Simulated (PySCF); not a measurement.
# Excitation energy of Co by level of theory

Co [Ar] 3d7 4s2 (4F) → Co [Ar] 3d8 4s1, s spin flipped, as a difference of total energies. Calculation: PySCF 2.14, in x2c-QZVPPall; scalar relativity by spin-free X2C-1e. Correlated levels: valence: [Ar] frozen. The calculations carry no spin-orbit coupling.

| method | excitation energy (eV) |
| --- | --- |
| UHF | 2.225 |
| MP2 (valence) | 0.486 |
| SCS-MP2 (valence) | 0.575 |

Problem. How much does correlation contribute at MP2 (valence)?

Solution. 0.486 − (2.225) = -1.739 eV, measured against UHF.

The upper determinant mixes two multiplicities, so it lies between the two terms.
